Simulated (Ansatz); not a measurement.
One change: `ClC1(Br)O[SiH2]1` becomes `BrC1O[SiH2]1`.

Ansatz, PBE0-D4/def2-TZVP geometries, multiplicity 1. 

Scalar relativity is left out up to krypton.

| property | `ClC1(Br)O[SiH2]1` |
| --- | --- |
| LUMO energy (PBE/def2-TZVPP) / eV | -2.43 |
| HOMO–LUMO gap (ωB97M-V/def2-TZVPP) / eV | 10.02 |
| size of the dipole moment (ωB97M-V/def2-TZVPP) / D | 3.25 |
| HOMO energy (PBE0/def2-TZVPP) / eV | -7.62 |
| zero-point energy (PBE0-D4/def2-TZVP) / kJ/mol | 73.5 |
| HOMO energy (ωB97M-V/def2-TZVPP) / eV | -9.77 |

Task: Give the same properties after the change, and the shifts. (An estimate is asked.)

Result: The calculation gave: 
```tsv
property	`BrC1O[SiH2]1`	shift
LUMO energy (PBE/def2-TZVPP) / eV	-1.97	0.46
HOMO–LUMO gap (ωB97M-V/def2-TZVPP) / eV	10.23	0.21
size of the dipole moment (ωB97M-V/def2-TZVPP) / D	2.87	-0.38
HOMO energy (PBE0/def2-TZVPP) / eV	-7.39	0.23
zero-point energy (PBE0-D4/def2-TZVP) / kJ/mol	98.8	25.3
HOMO energy (ωB97M-V/def2-TZVPP) / eV	-9.57	0.20
```

With PBE0 the HOMO rises by 0.23 eV and the LUMO rises by 0.45 eV, so the gap widens by about 0.22 eV. PBE moves the HOMO by 0.23 eV and ωB97M-V by 0.20 eV. Dipoles are sizes alone; their direction can turn.

Spin–orbit coupling is left out; it splits and shifts lone-pair levels of the heavy atoms by tenths of an eV.
